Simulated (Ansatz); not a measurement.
C9H22Sn (`C[CH](C)[SnH]([CH](C)C)[CH](C)C`), relaxed with RKS PBE-D4/def2-SVP in Ansatz 0.2.0 from a rough embedded geometry. The force threshold is 0.03 eV/Å; the program also tests the step.

Total charge 0; spin multiplicity 1. Sn takes the def2 core potential.

Start:

```xyz
32

C    -2.254    1.346    1.509
C    -0.847    0.934    1.508
C     0.027    2.161    1.352
Sn   -0.430   -0.531   -0.086
C     0.084    0.534   -1.867
C    -1.126    1.285   -2.447
C     0.628   -0.492   -2.909
C     1.101   -1.876    0.502
C     2.347   -1.066    0.769
C     0.627   -2.657    1.687
H    -2.527    2.046    2.331
H    -2.585    1.803    0.536
H    -3.007    0.427    1.674
H    -0.629    0.441    2.454
H     1.127    1.850    1.315
H    -0.188    2.651    0.359
H    -0.091    2.823    2.175
H    -1.964   -1.412   -0.387
H     0.897    1.262   -1.645
H    -1.514    2.054   -1.716
H    -1.978    0.603   -2.654
H    -0.794    1.849   -3.354
H    -0.171   -1.277   -3.110
H     0.901    0.027   -3.830
H     1.537   -1.001   -2.497
H     1.241   -2.549   -0.357
H     2.661   -0.421   -0.097
H     3.189   -1.784    1.017
H     2.210   -0.390    1.692
H     1.390   -3.418    2.015
H     0.408   -1.993    2.568
H    -0.270   -3.228    1.489
```

```json
{"step": "1", "energy (eV)": "-15502.3347", "largest force (eV/Å)": "3.121", "largest move (Å)": "0.000"}
{"step": "2", "energy (eV)": "-15502.8575", "largest force (eV/Å)": "1.064", "largest move (Å)": "0.170"}
{"step": "3", "energy (eV)": "-15502.9243", "largest force (eV/Å)": "0.101", "largest move (Å)": "0.176"}
{"step": "4", "energy (eV)": "-15502.9339", "largest force (eV/Å)": "0.050", "largest move (Å)": "0.080"}
{"step": "5", "energy (eV)": "-15502.9354", "largest force (eV/Å)": "0.017", "largest move (Å)": "0.037"}
```

End:

```xyz
32

C    -2.379    1.369    1.550
C    -0.906    0.954    1.509
C     0.033    2.156    1.361
Sn   -0.515   -0.530   -0.082
C     0.059    0.508   -1.944
C    -1.111    1.331   -2.492
C     0.615   -0.477   -2.974
C     1.105   -1.891    0.549
C     2.401   -1.113    0.793
C     0.681   -2.715    1.767
H    -2.571    2.088    2.380
H    -2.693    1.875    0.612
H    -3.057    0.504    1.697
H    -0.657    0.418    2.452
H     1.104    1.865    1.375
H    -0.147    2.704    0.412
H    -0.119    2.889    2.187
H    -1.963   -1.462   -0.381
H     0.872    1.200   -1.630
H    -1.478    2.083   -1.763
H    -1.974    0.686   -2.765
H    -0.818    1.883   -3.415
H    -0.146   -1.227   -3.281
H     0.937    0.049   -3.902
H     1.495   -1.037   -2.593
H     1.249   -2.574   -0.317
H     2.728   -0.540   -0.100
H     3.237   -1.797    1.068
H     2.296   -0.390    1.630
H     1.484   -3.423    2.075
H     0.471   -2.070    2.648
H    -0.232   -3.316    1.573
```

Run time 5.5 s (11 threads of an AMD EPYC 7R13 on a shared host and a whole NVIDIA H100 80 GB); peak host memory 0.95 GiB.
